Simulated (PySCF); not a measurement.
A geometry optimisation on `C=C(C)[B-]1(C(=C)C)[NH2+][BH2-][NH2+]1`.

Computed with PBE0-D3(BJ)/def2-SVP geometry optimisation, gas phase (PySCF 2.14.0). Start geometry: GFN2-xTB. The input is one job of a driver script: a line of settings, then coordinates in Å.

Input:
```
{"job": {"xc": "PBE0", "basis": "def2-SVP", "d3": "d3bj", "grid": 1, "kind": "geom"}, "charge": 0, "multiplicity": 1}
C      0.861389     0.216656     2.290290
C      1.052961    -0.068975     1.008587
C      2.298263    -0.808076     0.597420
B     -0.018416     0.263678    -0.144608
C     -0.980007    -0.997531    -0.414549
C     -0.745259    -1.909064    -1.349982
C     -2.162946    -1.168261     0.500809
N     -0.801074     1.614349     0.112643
B     -0.152410     2.195669    -1.215906
N      0.629314     0.836934    -1.470142
H     -0.018010     0.731680     2.646004
H      1.569764    -0.058133     3.058325
H      2.037870    -1.645491    -0.047900
H      2.840952    -1.185893     1.461936
H      2.969914    -0.150826     0.042783
H     -1.375087    -2.775975    -1.487637
H      0.094883    -1.845622    -2.024806
H     -1.855576    -1.030799     1.536311
H     -2.932491    -0.427844     0.276229
H     -2.609570    -2.155105     0.394625
H     -1.809593     1.540589     0.104652
H     -0.525773     2.092894     0.960651
H      0.584095     3.099156    -0.993533
H     -0.965170     2.406254    -2.054565
H      0.353115     0.341879    -2.308359
H      1.637815     0.910470    -1.466003
```

Question: Give the output.

Answer: 
```
step   0  E = -396.79305610  max force = 0.014528
step   1  E = -396.79698685  max force = 0.002595
step   2  E = -396.79713437  max force = 0.000944
step   3  E = -396.79728644  max force = 0.001227
step   4  E = -396.79745630  max force = 0.002054
step   5  E = -396.79755140  max force = 0.001812
step   6  E = -396.79757885  max force = 0.000769
step   7  E = -396.79758676  max force = 0.000420
optimisation converged
```

Energies in Eh; «max force» is the largest Cartesian gradient component in Eh/bohr.

Question: How much energy does the optimisation release, in kJ/mol?

Answer: E(step 0) − E(last step) = 0.004531 Eh, which is 11.9 kJ/mol.

Question: Give the first gradient maximum in eV/Å.

Answer: With 1 Eh/bohr = 51.422 eV/Å, 0.747 eV/Å.

In short: final energy -396.79759 Eh after 7 steps; dipole 0.46 D.

Question: Give the final coordinates.

Answer: 0.285 Å rms from the input after alignment:
```
atom  x, y, z in Å
C1     0.6432    0.4777    2.2473
C2     0.7774   -0.0131    1.0072
C3     1.8993   -0.9580    0.6777
B4    -0.2660    0.2816   -0.1788
C5    -1.1828   -0.9979   -0.5023
C6    -1.0300   -1.7545   -1.5981
C7    -2.1960   -1.3667    0.5452
N8    -1.1300    1.6050    0.0536
B9    -0.4147    2.2172   -1.2346
N10    0.4439    0.8944   -1.4732
H11   -0.1781    1.1469    2.5305
H12    1.3394    0.2246    3.0559
H13    1.5011   -1.9027    0.2716
H14    2.5276   -1.1892    1.5511
H15    2.5613   -0.5479   -0.1059
H16   -1.6341   -2.6521   -1.7766
H17   -0.2834   -1.5331   -2.3703
H18   -1.7103   -1.4828    1.5282
H19   -2.9540   -0.5736    0.6748
H20   -2.7316   -2.2981    0.3067
H21   -2.1368    1.4923   -0.0243
H22   -0.9263    2.0956    0.9209
H23    0.2901    3.1678   -0.9481
H24   -1.2035    2.4130   -2.1412
H25    0.2338    0.4060   -2.3402
H26    1.4504    1.0155   -1.4071
```

Rough CPU time on one thread of a shared machine: about 5 min.
Labels such as C1 count atoms from 1, the log's own numbers from 0.
